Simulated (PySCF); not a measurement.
Electronic structure of Mg⁺ (magnesium, charge +1) at the UHF level

Configuration: [Ne] 3s1, 2S determinant. Computed with PySCF 2.14 in cc-pVDZ-DK, with the spin-free X2C one-electron Hamiltonian (Gaussian nucleus).

```json
{"Total energy": "-199.670405 hartree", "One-electron energy": "-276.0275 hartree", "Hartree (Coulomb) energy": "92.2518 hartree", "Exchange energy": "-15.8948 hartree", "⟨S²⟩": "0.7501", "⟨L²⟩": "0.000", "Sum of ⟨r⟩": "8.605 bohr", "Sum of ⟨r²⟩": "14.13 bohr²", "Langevin diamagnetic susceptibility": "-11.2 ×10⁻⁶ cm³/mol", "Time after the integrals": "0.07 s of wall time on 1 thread of Neoverse-N1 (shared host)"}
```

```
shell  electrons  mean orbital energy (hartree)  rms radius, mean of both spins (bohr)
 1s α          1                      -49.45679                                  0.151
 1s β          1                      -49.45079                                  0.151
 2s α          1                       -4.11256                                  0.754
 2s β          1                       -4.09768                                  0.754
 2p α          3                       -2.61166                                  0.772
 2p β          3                       -2.60624                                  0.772
 3s α          1                       -0.54182                                   3.06
```
